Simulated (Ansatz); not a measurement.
A trace of molecular dynamics of CH6S3Si (11 atoms, charge 0, multiplicity 1).

These are results of RKS LDA/STO-3G (Ansatz), not measurements.

- ensemble: NVE (velocity Verlet)
- starting velocities drawn for: 1000 K
- seed: 945740

| time (fs) | T (K) | potential energy less start (eV) | conserved less start (meV/atom) |
| --- | --- | --- | --- |
| 0.0 | 1000 | 0.000 | 0.00 |
| 4.0 | 514 | 0.566 | 0.08 |
| 8.0 | 313 | 0.800 | 0.11 |
| 12.0 | 559 | 0.514 | 0.08 |
| 16.0 | 341 | 0.768 | 0.12 |
| 20.0 | 593 | 0.474 | 0.05 |
| 24.0 | 638 | 0.422 | 0.05 |
| 28.0 | 416 | 0.681 | 0.12 |
| 32.0 | 525 | 0.554 | 0.09 |
| 36.0 | 424 | 0.672 | 0.10 |
| 40.0 | 566 | 0.506 | 0.05 |
| 44.0 | 365 | 0.740 | 0.09 |
| 48.0 | 294 | 0.823 | 0.13 |
| 52.0 | 727 | 0.318 | 0.06 |
| 56.0 | 502 | 0.581 | 0.10 |
| 60.0 | 652 | 0.405 | 0.09 |
| 64.0 | 671 | 0.383 | 0.07 |
| 68.0 | 178 | 0.958 | 0.13 |
| 72.0 | 411 | 0.687 | 0.10 |
| 76.0 | 701 | 0.349 | 0.06 |
| 80.0 | 560 | 0.512 | 0.09 |
| 84.0 | 494 | 0.589 | 0.09 |
| 88.0 | 394 | 0.706 | 0.10 |
| 92.0 | 552 | 0.522 | 0.07 |
| 96.0 | 467 | 0.621 | 0.07 |
| 100.0 | 381 | 0.721 | 0.10 |

Q: Is this trajectory sound?

A: The conserved energy stayed within 0.13 meV per atom of its start (net change 0.097 meV per atom), so the integration is sound. The temperature averaged 0.51 of the 1000 K drawn at the start: a run that starts near a minimum puts about half its kinetic energy into the potential. A run of 0.1 ps of so small a system gives no equilibrium averages. Limits of this set-up: minimal basis. The time step was 0.25 fs.

Run time: 11 min on 1 thread of Arm Neoverse V1 (shared host), peak memory 0.088 GiB.
